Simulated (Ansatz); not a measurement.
`[OH][Ti]([F])([Cl])[I]` and `[OH][Ti]([F])([SH])[Cl]` differ in one atom or group.

Ansatz, PBE0-D4/def2-TZVP geometries, multiplicity 1. Each molecule was computed in one conformer, which needn't be the lowest.

Elements past krypton have def2 core potentials. Scalar relativity is left out up to krypton. Spin–orbit coupling is left out; it splits and shifts lone-pair levels of the heavy atoms by tenths of an eV.

```
                                          property  `[OH][Ti]([F])([Cl])[I]`
               HOMO–LUMO gap (PBE/def2-TZVPP) / eV                      2.88
    size of the dipole moment (PBE/def2-TZVPP) / D                      2.33
                 HOMO energy (PBE/def2-TZVPP) / eV                     -6.94
               LUMO energy (B3LYP/def2-TZVPP) / eV                     -3.49
              HOMO–LUMO gap (PBE0/def2-TZVPP) / eV                      4.81
size of the dipole moment (ωB97M-V/def2-TZVPP) / D                      2.44
```

Q: What does the change do to each property? (An estimate is asked.)

A: Computed: 
| property | `[OH][Ti]([F])([SH])[Cl]` | shift |
| --- | --- | --- |
| HOMO–LUMO gap (PBE/def2-TZVPP) / eV | 3.11 | 0.23 |
| size of the dipole moment (PBE/def2-TZVPP) / D | 2.06 | -0.27 |
| HOMO energy (PBE/def2-TZVPP) / eV | -6.75 | 0.19 |
| LUMO energy (B3LYP/def2-TZVPP) / eV | -2.99 | 0.50 |
| HOMO–LUMO gap (PBE0/def2-TZVPP) / eV | 5.23 | 0.42 |
| size of the dipole moment (ωB97M-V/def2-TZVPP) / D | 2.13 | -0.31 |

With PBE0 the HOMO rises by 0.10 eV and the LUMO rises by 0.53 eV, so the gap widens by about 0.43 eV. PBE moves the HOMO by 0.19 eV and ωB97M-V by 0.01 eV. Dipoles are sizes alone; their direction can turn.

B3LYP here is the variant with VWN-RPA as its local correlation; programs differ in this.
